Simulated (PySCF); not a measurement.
C5H9B, SMILES CB1C=CCC1.

Coordinates come from a B3LYP-D3(BJ)/def2-SVP optimisation. One conformer was computed; it need not be the lowest.

Vertical ionisation energy (IE) and electron affinity (EA) in eV. Rows of orbital energies are one-electron estimates. Where ΔSCF, EOM or ADC give a negative EA the extra electron is unbound and the value depends on the basis.

| level | IE | EA |
|---|---|---|
| −ε(HOMO), −ε(LUMO), ωB97X/def2-TZVP (PySCF) | ___ | ___ |
| −ε(HOMO), −ε(LUMO), PBE/def2-TZVP (PySCF) | 6.53 | 1.96 |

Task: Fill in the missing entries. (An estimate is asked for; the answer gives what the named calculation found.)

Result: 
- −ε(HOMO), −ε(LUMO), ωB97X/def2-TZVP (PySCF), IE: 9.88
- −ε(HOMO), −ε(LUMO), ωB97X/def2-TZVP (PySCF), EA: -1.20
